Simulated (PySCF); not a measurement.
Compound: 1-methylcyclopentanol, C6H12O.
Bonds: C1–C2, C2–O3, C2–C4, C4–C5, C5–C6, C6–C7, C2–C7. Hydrogens: H8, H9, H10 on C1; H11 on O3; H12, H13 on C4; H14, H15 on C5; H16, H17 on C6; H18, H19 on C7.

NICS is the negative of the GIAO shielding at a point without a nucleus: at the ring centre (0) and 1 Å above and below it (1); zz is the component along the ring normal. Level: GIAO PBE0/pcSseg-1 (PySCF, non-relativistic, gas phase) on the GFN2-xTB geometry, one conformer.

Ring bond lengths (Å), with Mayer bond orders in brackets: C2–C4 1.545 (0.97), C4–C5 1.526 (1.02), C5–C6 1.527 (1.03), C6–C7 1.532 (1.04), C7–C2 1.552 (0.95).

Question: Give the NICS values of each ring in ppm.

Answer: 
```tsv
ring	type	NICS(0)	NICS(1), two faces	NICS(1)zz, two faces	rms pucker (Å)	centre to ring atoms, mean (Å)
C2–C4–C5–C6–C7	5-membered carbocycle; formal bonds all single	-4.7	-3.1 / -4.3	-2.3 / -4.0	0.18	1.29
```

Question: What do they say, and how far can they be read as aromaticity?

Answer: 
- C2–C4–C5–C6–C7: mean NICS(1)zz -3.2 ppm, shielded. C2, C4, C5, C6, C7 have four or more neighbours, so the value isn't read as a sign of a π ring current. A hydrogen on C5, outside the ring, lies only 1.39 Å from a NICS(1) probe, which then mostly feels that atom.

Question: At the first NICS(1) probe listed for ring C2–C4–C5–C6–C7, 1 Å off the ring, how large is the induced field along the normal in 11.7 T applied along it?

Answer: NICSzz × B0 = -2.3 ppm × 11.7 T = -27 μT, against the applied field.

Question: List the ring angles and the Hirshfeld charges of the ring atoms.

Answer: 
- C2–C4–C5–C6–C7: C2 104.7° (+0.092 e), C4 104.8° (-0.083 e), C5 102.7° (-0.073 e), C6 104.2° (-0.072 e), C7 106.7° (-0.081 e); sum 523.1° against 540° for a flat convex ring.
